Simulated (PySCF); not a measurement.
Isomers of C4H9FSi2.

All values: PBE0/pcSseg-1 (PySCF) at GFN2-xTB geometries, gas phase, one conformer each.

Question: Rank by the lowest IAO charge on any atom, lowest value first.
A. `[CH3:1][C:2]#[C:3][Si@H:4]([F:5])[CH2:6][SiH3:7]` with C3–Si4–C6–Si7 174°
B. `C=C1[C@@H]([SiH3])C[Si@H]1F`
C. `[F:1][CH2:2][C@@H:3]1[CH:4]=[CH:5][SiH2:6][SiH2:7]1` with F1–C2–C3–C4 70°
D. `[CH3:1][SiH2:2][C@H:3]([F:4])[C:5]#[C:6][SiH3:7]` with C1–Si2–C3–F4 180°
E. `[F:1][C@H:2]1[CH2:3][SiH2:4][CH:5]=[CH:6][SiH2:7]1` with F1–C2–C3–Si4 -175°, C2–C3–Si4–C5 -46°, C3–Si4–C5–C6 14°, C5–C6–Si7–C2 14°

Answer: A (-0.851 e), D (-0.723 e), B (-0.569 e), E (-0.552 e), C (-0.425 e).

Question: Rank by HOMO energy, highest first.
A. `[CH3:1][SiH2:2][C@H:3]([F:4])[C:5]#[C:6][SiH3:7]` with C1–Si2–C3–F4 180°
B. `[F:1][C@H:2]1[CH2:3][SiH2:4][CH:5]=[CH:6][SiH2:7]1` with F1–C2–C3–Si4 -175°, C2–C3–Si4–C5 -46°, C3–Si4–C5–C6 14°, C5–C6–Si7–C2 14°
C. `C=C1[C@@H]([SiH3])C[Si@H]1F`
D. `[CH3:1][C:2]#[C:3][Si@H:4]([F:5])[CH2:6][SiH3:7]` with C3–Si4–C6–Si7 174°

Answer: C (-7.41 eV), A (-7.59 eV), D (-7.84 eV), B (-7.98 eV).

Question: Rank by the highest Hirshfeld charge on any atom, lowest value first.
A. `[CH3:1][C:2]#[C:3][Si@H:4]([F:5])[CH2:6][SiH3:7]` with C3–Si4–C6–Si7 174°
B. `[F:1][C@H:2]1[CH2:3][SiH2:4][CH:5]=[CH:6][SiH2:7]1` with F1–C2–C3–Si4 -175°, C2–C3–Si4–C5 -46°, C3–Si4–C5–C6 14°, C5–C6–Si7–C2 14°
C. `[CH3:1][SiH2:2][C@H:3]([F:4])[C:5]#[C:6][SiH3:7]` with C1–Si2–C3–F4 180°
D. `[F:1][CH2:2][C@@H:3]1[CH:4]=[CH:5][SiH2:6][SiH2:7]1` with F1–C2–C3–C4 70°

Answer: D (+0.240 e), B (+0.343 e), C (+0.355 e), A (+0.446 e).

All values together:

| SMILES | μ (D) | HOMO (eV) | LUMO (eV) | lowest IAO charge (e) | highest IAO charge (e) | lowest Hirshfeld charge (e) | highest Hirshfeld charge (e) |
| --- | --- | --- | --- | --- | --- | --- | --- |
| C[SiH2][C@H](F)C#C[SiH3] | 2.37 | -7.59 | -0.53 | -0.723 (C) | +0.785 (Si) | -0.210 (C) | +0.355 (Si) |
| CC#C[Si@H](F)C[SiH3] | 3.01 | -7.84 | -0.21 | -0.851 (C) | +1.228 (Si) | -0.248 (C) | +0.446 (Si) |
| F[C@H]1C[SiH2]C=C[SiH2]1 | 2.00 | -7.98 | -0.94 | -0.552 (C) | +0.750 (Si) | -0.168 (C) | +0.343 (Si) |
| C=C1[C@@H]([SiH3])C[Si@H]1F | 1.86 | -7.41 | -0.95 | -0.569 (C) | +1.185 (Si) | -0.210 (F) | +0.447 (Si) |
| FC[C@@H]1C=C[SiH2][SiH2]1 | 1.80 | -7.68 | -0.33 | -0.425 (C) | +0.452 (Si) | -0.146 (C) | +0.240 (Si) |

Conformers: `[CH3:1][SiH2:2][C@H:3]([F:4])[C:5]#[C:6][SiH3:7]` with C1–Si2–C3–F4 180°; `[CH3:1][C:2]#[C:3][Si@H:4]([F:5])[CH2:6][SiH3:7]` with C3–Si4–C6–Si7 174°; `[F:1][C@H:2]1[CH2:3][SiH2:4][CH:5]=[CH:6][SiH2:7]1` with F1–C2–C3–Si4 -175°, C2–C3–Si4–C5 -46°, C3–Si4–C5–C6 14°, C5–C6–Si7–C2 14°; `[F:1][CH2:2][C@@H:3]1[CH:4]=[CH:5][SiH2:6][SiH2:7]1` with F1–C2–C3–C4 70°.
